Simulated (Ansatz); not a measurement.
CH₄Cl₂SSi, SMILES `CS[SiH](Cl)Cl`, 9 atoms. The species carries charge 0 and has multiplicity 1. Hardware: A = 2 threads of a server CPU on a shared host; B = 2 threads of an AMD EPYC 7R13 on a shared host and a share of an NVIDIA H100 80 GB. Correlated methods freeze the cores. Open-shell runs search over several starts.

Q: Give the basis size and wall time and peak host memory of each of these runs in Ansatz. RHF-MP2/def2-QZVPP energy [B]; RKS PBE0-D4/def2-TZVP relaxation (7 steps) [A]; RKS ωB97M-V/def2-QZVPP energy [B]; RKS ωB97M-V/def2-SVP energy [A]; UKS B2PLYP (frozen core)/def2-TZVPP energy of the cation [A]; UKS PBE-D4/def2-TZVPP energy of the cation [A]; RKS PBE0-D4/def2-SVP energy [A]; RHF-CCSD(T)/cc-pV(D+d)Z energy [A]; UKS PBE0-D4/def2-TZVPP energy of the cation [A]; RHF-CCSD(T)/cc-pV(T+d)Z energy [B]; RHF-CCSD(T)/cc-pV(Q+d)Z energy [B]; UKS ωB97X-V/def2-TZVPP energy of the cation [A]. (An estimate is asked.)

A: Ansatz gave: Other jobs shared the machine, so times are rough.

```tsv
level	job	functions	wall time	peak host memory (GiB)
RKS PBE0-D4/def2-SVP	energy [A]	106	3.5 s	0.37
RHF-MP2/def2-QZVPP	energy [B]	457	11 s	0.92
RKS ωB97M-V/def2-QZVPP	energy [B]	457	12 s	1
RKS ωB97M-V/def2-SVP	energy [A]	106	14 s	0.37
RHF-CCSD(T)/cc-pV(T+d)Z	energy [B]	242	17 s	0.78
RHF-CCSD(T)/cc-pV(D+d)Z	energy [A]	126	24 s	0.67
UKS PBE-D4/def2-TZVPP	energy of the cation [A]	255	26 s	0.6
UKS PBE0-D4/def2-TZVPP	energy of the cation [A]	255	34 s	1.1
UKS B2PLYP (frozen core)/def2-TZVPP	energy of the cation [A]	255	39 s	0.93
RHF-CCSD(T)/cc-pV(Q+d)Z	energy [B]	431	52 s	2.2
UKS ωB97X-V/def2-TZVPP	energy of the cation [A]	255	66 s	1.4
RKS PBE0-D4/def2-TZVP	relaxation (7 steps) [A]	203	100 s	0.7
```
